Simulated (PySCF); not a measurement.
## Spinor energies of As- (arsenic, charge -1)

Start: [Ar] 3d10 4s2 4p4; 4p1/2 filled at m_j = -1/2, +1/2; 4p3/2 filled at m_j = +1/2, +3/2. Calculated with PySCF 2.14 in x2c-TZVPPall-2c with one added diffuse shell each of s, p, d type (7s8p5d1f, 63 functions): generalised Hartree-Fock with the X2C-1e Hamiltonian and a Gaussian nucleus; spin-orbit coupling (SO) screened by Boettger's factors.

```tsv
spinor shell	electrons	ε, screened SO (eV)	weight of nominal j (screened SO)	rms radius, screened SO (bohr)
1s1/2	2	-11937.4	1.000	0.0524
2s1/2	2	-1565.1	1.000	0.219
2p1/2	2	-1391.8	1.000	0.194
2p3/2	4	-1354.6	1.000	0.197
3s1/2	2	-218.13	1.000	0.639
3p1/2	2	-158.14	0.999	0.659
3p3/2	4	-152.66	1.000	0.670
3d3/2	4	-49.715	0.990	0.749
3d5/2	6	-48.906	0.994	0.751
4s1/2	2	-12.519	0.999	2.22
4p3/2	2	-2.773	0.818	3.07
4p1/2	2	-1.513	0.690	3.50
```

```csv
quantity,screened SO
E (hartree),-2259.04712
M_J,2
⟨J²⟩,6.058
⟨L²⟩,2.043
⟨S²⟩,2.026
```

Each row is a mean over spinors that exchange with the open shell spreads, by up to 4.556 eV (4s1/2).

Rows whose weight is well below 1 are mixtures of j = l ± 1/2: exchange outweighs spin-orbit coupling there, and the label is only the starting occupation.

⟨J²⟩ departs a little from M_J(M_J + 1) because the unrestricted spinors polarise the closed shells.
